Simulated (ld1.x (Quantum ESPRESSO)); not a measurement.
## iron, TM semilocal: configuration errors across variants

```json
{
 "Element": "iron",
 "Generator": "ld1.x (Quantum ESPRESSO) 7.5",
 "Type": "norm-conserving Troullier–Martins (semilocal form)",
 "Functional": "PBE",
 "Relativity": "non-relativistic",
 "Frozen core": "[Ne]",
 "Valence charge": "16",
 "Reference configuration": "3s2 3p6 3d6 4s2 4p0",
 "Partial waves": "3s (bound): rc 0.75 bohr; 3d (bound): rc 0.80 bohr; 3p (bound): rc 0.75 bohr",
 "Local potential": "the p channel",
 "Core correction": "none"
}
```

Occupied shells without a wave of their own: 4s. They enter only through the test configuration that unscreens the potential.

All-electron excitation energies from the reference (eV): (1) 3s2 3p6 3d6 4s1 4p0 8.600; (2) 3s2 3p6 3d6 4s0 4p0 24.593; (3) 3s2 3p6 3d5 4s0 4p0 59.031; (4) 3s2 3p6 3d6 4s0 4p1 13.493; (5) 3s2 3p6 3d6 4s0 4p2 8.187; (6) 3s2 3p5 3d6 4s2 4p0 67.309; (7) 3s2 3p6 3d6.5 4s1.5 4p0 -0.891.

A semilocal file is local in each channel, so a ghost entry of none says nothing of the separable form that plane-wave codes build from it.

For the base: The 4s level has no wave, so the channel is fitted at the deeper level alone: the likely source of the large errors.

Errors AE − PS in meV (a dash: test not solved or not reliable):

```tsv
change	(1)	(2)	(3)	(4)	(5)	(6)	(7)	bound ghosts
base	-56	-143	-220	-105	-82	+27	-17	none
all radii scaled by about 0.79 (s 0.60, p 0.60, d 0.62 bohr)	-95	-244	-376	-178	-138	+33	-29	none
all radii scaled by about 0.86 (s 0.64, p 0.64, d 0.70 bohr)	-76	-195	-300	-142	-110	+30	-23	none
all radii scaled by about 1.09 (s 0.82, p 0.82, d 0.86 bohr)	-65	-168	-261	-126	-99	+27	-20	none
all radii scaled by about 1.29 (s 0.96, p 0.96, d 1.04 bohr)	-172	-444	-687	-343	-277	+26	-54	none
all radii scaled by about 1.38 (s 1.04, p 1.04, d 1.10 bohr)	-281	-723	-1116	-564	-459	+29	-88	none
```

**Question.** Give the same row for: all radii scaled by about 1.15 (s 0.86, p 0.86, d 0.92 bohr).

**Answer.** -81, -210, -325, -158, -126, +26, -25; bound ghosts: none.
